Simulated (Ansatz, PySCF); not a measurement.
System: CH2ClF2Si, net charge 0, doublet state. It need not be the lowest isomer of its formula. 
Coordinates optimised at B3LYP-D3(BJ)/def2-TZVP (Ansatz, a program for electronic structure):
SMILES: [CH2][Si](F)(F)Cl
```xyz
7

C     -1.9698     0.1315     0.0967
Si    -0.1631     0.2562     0.1820
F      0.3370     0.1624     1.6837
F      0.3334     1.6433    -0.4041
Cl     0.7734    -1.2212    -0.8676
H     -2.5409     0.5975    -0.6966
H     -2.5383    -0.4641     0.8001
```
Charge 0, spin multiplicity 2.

Dipole moments at this geometry, in debye (magnitudes).

| level | program | dipole (D) |
|---|---|---|
| BHLYP/def2-TZVPD | Ansatz | ___ |
| TPSSh/def2-TZVPD | PySCF | 2.19 |
| CAM-B3LYP/def2-TZVPD | Ansatz | 2.29 |
| wB97X-V/def2-TZVPD | Ansatz | 2.28 |
| CCSD(T)/aug-cc-pV(D+d)Z | Ansatz | ___ |

Task: Complete the blanks.

Result: 
- BHLYP/def2-TZVPD, dipole (D): 2.34
- CCSD(T)/aug-cc-pV(D+d)Z, dipole (D): 2.22
